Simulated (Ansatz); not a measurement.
`S/C=C/c1ccc(/C=C/c2ccc(/C=C/c3ccc(/C=C/c4ccc(/C=C/c5ccc(/C=C/c6ccc(S)cc6)cc5)cc4)cc3)cc2)cc1`. Charge 0, multiplicity 1. Geometry PBE-D4/def2-SVP; atoms count from 1.

```xyz
88

S     5.988   -6.455  -19.432
C     5.614   -6.303  -17.719
C     5.113   -5.163  -17.173
C     4.801   -4.940  -15.765
C     5.026   -5.897  -14.743
C     4.702   -5.623  -13.416
C     4.139   -4.380  -13.022
C     3.827   -4.153  -11.618
C     3.282   -3.028  -11.068
C     2.975   -2.800   -9.663
C     3.213   -3.752   -8.638
C     2.898   -3.474   -7.311
C     2.328   -2.233   -6.919
C     2.021   -2.004   -5.514
C     1.481   -0.875   -4.965
C     1.168   -0.647   -3.562
C     0.597    0.595   -3.173
C     0.266    0.870   -1.849
C     0.487   -0.087   -0.825
C     0.151    0.133    0.574
C    -0.423    1.249    1.115
C    -0.777    1.463    2.510
C    -0.548    0.511    3.538
C    -0.924    0.769    4.853
C    -1.553    1.987    5.230
C    -1.939    2.187    6.619
C    -2.585    3.270    7.144
C    -2.984    3.465    8.530
C    -2.721    2.526    9.565
C    -3.130    2.755   10.874
C    -3.830    3.938   11.238
C    -4.282    4.224   12.592
C    -4.125    3.434   13.694
C    -4.579    3.717   15.051
C    -4.325    2.775   16.079
C    -4.734    2.990   17.397
C    -5.423    4.173   17.742
S    -5.916    4.386   19.430
C    -5.687    5.125   16.731
C    -5.273    4.899   15.418
C    -4.088    4.876   10.207
C    -3.678    4.647    8.894
C    -1.773    2.942    4.204
C    -1.395    2.685    2.889
C     1.063   -1.327   -1.213
C     1.394   -1.602   -2.537
C     2.089   -1.281   -7.944
C     2.404   -1.559   -9.271
C     3.917   -3.422  -14.045
C     4.239   -3.696  -15.372
H     6.323   -7.774  -19.401
H     5.826   -7.190  -17.101
H     4.910   -4.309  -17.843
H     5.467   -6.874  -14.991
H     4.890   -6.387  -12.645
H     4.068   -4.999  -10.952
H     3.039   -2.182  -11.734
H     3.653   -4.729   -8.889
H     3.094   -4.234   -6.537
H     2.261   -2.850   -4.848
H     1.243   -0.029   -5.632
H     0.412    1.357   -3.947
H    -0.175    1.847   -1.601
H     0.389   -0.712    1.242
H    -0.664    2.093    0.446
H    -0.067   -0.449    3.298
H    -0.737    0.010    5.629
H    -1.677    1.353    7.293
H    -2.856    4.099    6.468
H    -2.182    1.596    9.332
H    -2.903    1.999   11.640
H    -4.806    5.189   12.706
H    -3.603    2.469   13.579
H    -3.789    1.846   15.829
H    -4.517    2.235   18.168
H    -6.497    5.607   19.267
H    -6.223    6.054   16.977
H    -5.496    5.662   14.658
H    -4.627    5.804   10.455
H    -3.896    5.396    8.116
H    -2.249    3.905    4.444
H    -1.581    3.446    2.114
H     1.248   -2.089   -0.439
H     1.836   -2.578   -2.785
H     1.648   -0.305   -7.693
H     2.207   -0.800  -10.045
H     3.484   -2.442  -13.794
H     4.054   -2.931  -16.143
```

Single mean-field runs in def2-SVP are fitted with def2-universal-jkfit.

Estimate the Mulliken populations of the heavy atoms from the PBE0/def2-SVP orbitals of Ansatz.


```tsv
atom	charge (e)
S1	-0.01
C2	-0.16
C3	0.02
C4	0.02
C5	-0.03
C6	-0.04
C7	0.02
C8	-0.01
C9	-0.01
C10	0.02
C11	-0.02
C12	-0.04
C13	0.02
C14	-0.01
C15	-0.01
C16	0.02
C17	-0.04
C18	-0.02
C19	0.02
C20	-0.01
C21	-0.01
C22	0.02
C23	-0.02
C24	-0.04
C25	0.02
C26	-0.01
C27	-0.01
C28	0.02
C29	-0.02
C30	-0.02
C31	0.02
C32	-0.01
C33	-0.01
C34	0.02
C35	-0.05
C36	0.01
C37	-0.11
S38	0.01
C39	-0.01
C40	-0.03
C41	-0.04
C42	-0.04
C43	-0.02
C44	-0.04
C45	-0.04
C46	-0.02
C47	-0.02
C48	-0.04
C49	-0.02
C50	-0.04
```
Mulliken values depend strongly on the basis.

And the Mayer bond orders between heavy atoms (over 0.3, the first 40 of 55)?

S1–C2 1.11 (1.76 Å); C2–C3 1.77 (1.36 Å); C3–C4 1.14 (1.46 Å); C4–C5 1.33 (1.42 Å); C4–C50 1.32 (1.42 Å); C5–C6 1.44 (1.39 Å); C6–C7 1.31 (1.42 Å); C7–C8 1.12 (1.46 Å); C7–C49 1.33 (1.42 Å); C8–C9 1.68 (1.37 Å); C9–C10 1.12 (1.46 Å); C10–C11 1.32 (1.42 Å); C10–C48 1.31 (1.42 Å); C11–C12 1.44 (1.39 Å); C12–C13 1.31 (1.42 Å); C13–C14 1.12 (1.46 Å); C13–C47 1.32 (1.42 Å); C14–C15 1.68 (1.37 Å); C15–C16 1.12 (1.46 Å); C16–C17 1.31 (1.42 Å); C16–C46 1.32 (1.42 Å); C17–C18 1.44 (1.39 Å); C18–C19 1.32 (1.42 Å); C19–C20 1.12 (1.46 Å); C19–C45 1.31 (1.42 Å); C20–C21 1.68 (1.37 Å); C21–C22 1.12 (1.46 Å); C22–C23 1.32 (1.42 Å); C22–C44 1.31 (1.42 Å); C23–C24 1.44 (1.39 Å); C24–C25 1.31 (1.42 Å); C25–C26 1.12 (1.46 Å); C25–C43 1.32 (1.42 Å); C26–C27 1.68 (1.37 Å); C27–C28 1.12 (1.46 Å); C28–C29 1.30 (1.42 Å); C28–C42 1.33 (1.42 Å); C29–C30 1.48 (1.39 Å); C30–C31 1.30 (1.42 Å); C31–C32 1.12 (1.46 Å).
